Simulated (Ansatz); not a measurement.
The cluster HfO3H2, relaxed as a singlet with RKS B3LYP-D4/def2-TZVP in Ansatz, starting from the GFN1-xTB geometry. Force threshold 0.02 eV/Å.

In the def2 sets Hf takes a core potential; there is no spin–orbit coupling. The structure holds one bond between oxygen atoms, so isomers without such links may lie far lower. The relaxation made no stability test and no search for a lower SCF solution. The structure comes from a short search, and lower isomers may exist.

Start:

```xyz
6

Hf    0.304   -0.276   -0.031
O    -0.580   -1.341    1.208
O     0.305   -0.422    1.821
O    -0.565    1.139   -0.899
H     1.670   -0.970   -0.946
H    -1.134    1.869   -1.153
```

```
step  energy (eV)  largest force component (eV/Å)  SCF passes
   1   -7483.8476                           3.547          20
   2   -7484.2135                           1.232          27
   3   -7484.2997                           0.498          29
   4   -7484.3087                           0.393          23
   5   -7484.3171                           0.083          23
   6   -7484.3175                           0.040          23
   7   -7484.3179                           0.009          24
```

Force components are those of the run's own axes.

End:

| atom | x (Å) | y (Å) | z (Å) |
| --- | --- | --- | --- |
| Hf1 | 0.2993 | -0.2586 | -0.0439 |
| O2 | -0.6189 | -1.3997 | 1.2293 |
| O3 | 0.3305 | -0.4122 | 1.8904 |
| O4 | -0.5591 | 1.2056 | -0.9967 |
| H5 | 1.7492 | -1.0389 | -0.9610 |
| H6 | -1.2010 | 1.9038 | -1.1180 |

By distances, no bond broke or formed. The bond that changes most is O2–O3, from 1.42 to 1.52 Å (atoms count from 1).

No frequencies were taken in this run, so the end may be a saddle point.

It took 8.5 s on 4 threads of Arm Neoverse V1 on a shared host.
